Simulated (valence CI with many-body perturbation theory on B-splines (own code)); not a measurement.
## Bi³³⁺: E2, M1 decay

Calculated by configuration interaction combined with many-body perturbation theory (CI+MBPT): four valence electrons over a frozen Dirac-Fock core [Kr] 4d10, radial functions for each j: 7 s, 7 p, 7 d, 7 f, 4 g, 2 h, with the one-electron correlation potential Σ1 (screened to all orders), the two-electron term Σ2, the three-electron term Σ3, Breit, model QED; selected single and double excitations, second order for the rest, scaled by the run's own slope (own B-spline code, finite nucleus).

The last digits are not significant, and no measured levels were compared; by estimate large intervals hold to a few tenths of a per cent, small ones and those within an open d or f shell to about a per cent. Excitations out of the core, of the other parity, are not computed and may begin above about 204 eV (a cautious bound); beyond it only levels of the ground parity were kept, without lifetimes.

Lines 51 to 100 of 120 in falling wavelength, among levels below 1643600 cm⁻¹, chosen from the decays that carry over 1 % of a level's rate. Wavelengths and rates use the calculated energies. Electric multipoles are in the length gauge, E1 and E2 with the static RPA response of the core. Weak lines are less certain than strong ones. Lines between different terms over intervals too small for the method are left out, as are lines whose strength nearly cancels. Where a level lies close to another of its J and parity, the split of strength between their lines is uncertain.

Levels are named by their leading jj configuration (3d3/2^4 stands for four electrons in 3d with j = 3/2), which in mixed levels can hold well under half, so a name can repeat and another be missing. Letters in brackets count levels of one name in rising energy.

```tsv
λ vac (Å)	Upper	Lower	Type	A (s⁻¹)	Branch %
1929	(4f5/2^2 4f7/2^2) J=5 [c]	(4f5/2^3 4f7/2) J=5 [b]	M1	8.46e+02	25.4
1929	(4f5/2^2 4f7/2^2) J=2 [a]	(4f5/2^3 4f7/2) J=2 [a]	M1	3.79e+02	6.2
1919	(4f5/2^2 4f7/2^2) J=2 [b]	(4f5/2^3 4f7/2) J=2 [b]	M1	2.32e+03	50.1
1910	(4f5/2^2 4f7/2^2) J=7 [a]	(4f5/2^3 4f7/2) J=6 [a]	M1	2.77e+03	70.0
1868	(4f5/2^2 4f7/2^2) J=3 [a]	(4f5/2^3 4f7/2) J=2 [a]	M1	3.58e+03	62.6
1859	(4f5/2^2 4f7/2^2) J=4 [c]	(4f5/2^3 4f7/2) J=5 [b]	M1	4.77e+02	13.6
1846	(4f5/2^2 4f7/2^2) J=1 [a]	(4f5/2^3 4f7/2) J=2 [b]	M1	1.70e+03	44.0
1830	(4f5/2^2 4f7/2^2) J=2 [a]	(4f5/2^3 4f7/2) J=3 [a]	M1	1.54e+03	25.3
1817	(4f5/2^3 4f7/2) J=4 [b]	(4f5/2^3 4f7/2) J=3 [b]	M1	2.72e+02	12.3
1803	(4f5/2^2 4f7/2^2) J=6 [b]	(4f5/2^2 4f7/2^2) J=6 [a]	M1	4.46e+02	21.1
1775	(4f5/2^2 4f7/2^2) J=3 [a]	(4f5/2^3 4f7/2) J=3 [a]	M1	1.72e+03	30.0
1720	(4f5/2^2 4f7/2^2) J=6 [b]	(4f5/2^3 4f7/2) J=5 [b]	M1	9.63e+02	45.6
1696	(4f5/2^2 4f7/2^2) J=2 [b]	(4f5/2^3 4f7/2) J=2 [a]	M1	4.04e+02	8.8
1671	(4f5/2^2 4f7/2^2) J=3 [b]	(4f5/2^3 4f7/2) J=2 [b]	M1	4.98e+02	25.9
1619	(4f5/2^2 4f7/2^2) J=2 [b]	(4f5/2^3 4f7/2) J=3 [a]	M1	1.14e+02	2.5
1593	(4f5/2^2 4f7/2^2) J=3 [b]	(4f5/2^3 4f7/2) J=3 [b]	M1	6.61e+02	34.4
1558	(4f5/2^2 4f7/2^2) J=4 [b]	(4f5/2^3 4f7/2) J=4 [a]	M1	2.91e+03	36.5
1546	(4f5/2^3 4f7/2) J=5 [b]	(4f5/2^3 4f7/2) J=5 [a]	M1	4.50e+02	29.0
1543	(4f5/2^2 4f7/2^2) J=2 [a]	(4f5/2^3 4f7/2) J=1 [a]	M1	2.69e+03	44.2
1499	(4f5/2^2 4f7/2^2) J=3 [b]	(4f5/2^3 4f7/2) J=2 [a]	M1	2.26e+02	11.8
1484	(4f5/2^2 4f7/2^2) J=6 [a]	(4f5/2^3 4f7/2) J=5 [a]	M1	5.94e+03	89.7
1472	(4f5/2^3 4f7/2) J=4 [a]	(4f5/2^4) J=4	M1	3.34e+03	95.0
1470	(4f5/2^2 4f7/2^2) J=9	(4f5/2^3 4f7/2) J=8	M1	2.60e+03	92.4
1446	(4f5/2^2 4f7/2^2) J=3 [a]	(4f5/2^3 4f7/2) J=4 [a]	M1	8.90e+01	1.6
1444	(4f5/2^4) J=0	(4f5/2^4) J=2	E2	2.61e+00	69.8
1439	(4f5/2^2 4f7/2^2) J=3 [b]	(4f5/2^3 4f7/2) J=3 [a]	M1	9.58e+01	5.0
1435	(4f5/2^2 4f7/2^2) J=4 [c]	(4f5/2^3 4f7/2) J=3 [b]	M1	2.77e+02	7.9
1417	(4f5/2^3 4f7/2) J=1 [b]	(4f5/2^3 4f7/2) J=1 [a]	M1	4.02e+02	18.5
1390	(4f5/2^2 4f7/2^2) J=2 [b]	(4f5/2^3 4f7/2) J=1 [a]	M1	1.57e+03	34.0
1387	(4f5/2^2 4f7/2^2) J=5 [a]	(4f5/2^3 4f7/2) J=4 [a]	M1	1.18e+03	40.0
1384	(4f5/2^2 4f7/2^2) J=2 [c]	(4f5/2^3 4f7/2) J=3 [b]	M1	2.78e+03	33.6
1352	(4f5/2^2 4f7/2^2) J=1 [a]	(4f5/2^3 4f7/2) J=1 [a]	M1	1.93e+03	50.0
1341	(4f5/2^3 4f7/2) J=4 [b]	(4f5/2^3 4f7/2) J=4 [a]	M1	1.56e+03	70.7
1340	(4f5/2^2 4f7/2^2) J=5 [b]	(4f5/2^3 4f7/2) J=4 [a]	M1	1.97e+03	47.9
1331	(4f5/2^3 4f7/2) J=6 [b]	(4f5/2^3 4f7/2) J=7	M1	3.64e+02	29.2
1313	(4f5/2^2 4f7/2^2) J=2 [c]	(4f5/2^3 4f7/2) J=2 [a]	M1	2.93e+03	35.5
1313	(4f5/2^2 4f7/2^2) J=8 [b]	(4f5/2^3 4f7/2) J=7	M1	1.26e+03	70.4
1309	(4f5/2^2 4f7/2^2) J=4 [c]	(4f5/2^3 4f7/2) J=3 [a]	M1	1.62e+03	46.2
1306	(4f5/2^2 4f7/2^2) J=4 [a]	(4f5/2^3 4f7/2) J=5 [a]	M1	2.62e+02	11.2
1293	(4f5/2^2 4f7/2^2) J=5 [a]	(4f5/2^3 4f7/2) J=6 [a]	M1	5.81e+02	19.7
1267	(4f5/2^2 4f7/2^2) J=2 [c]	(4f5/2^3 4f7/2) J=3 [a]	M1	9.84e+02	11.9
1252	(4f5/2^2 4f7/2^2) J=5 [b]	(4f5/2^3 4f7/2) J=6 [a]	M1	8.02e+01	1.9
1238	(4f5/2^3 4f7/2) J=3 [a]	(4f5/2^4) J=4	M1	6.48e+02	52.9
1215	(4f5/2^2 4f7/2^2) J=3 [b]	(4f5/2^3 4f7/2) J=4 [a]	M1	1.79e+02	9.3
1176	(4f5/2^2 4f7/2^2) J=0 [a]	(4f5/2^3 4f7/2) J=1 [a]	M1	1.29e+03	94.0
1143	(4f5/2^3 4f7/2) J=6 [b]	(4f5/2^3 4f7/2) J=6 [a]	M1	2.82e+02	22.6
1143	(4f5/2^3 4f7/2) J=3 [b]	(4f5/2^4) J=4	M1	4.59e+02	15.4
1122	(4f5/2^2 4f7/2^2) J=2 [c]	(4f5/2^3 4f7/2) J=1 [a]	M1	1.21e+03	14.7
1121	(4f5/2^2 4f7/2^2) J=4 [c]	(4f5/2^3 4f7/2) J=4 [a]	M1	5.78e+02	16.4
1081	(4f5/2^2 4f7/2^2) J=5 [c]	(4f5/2^3 4f7/2) J=6 [a]	M1	1.66e+03	49.8
```
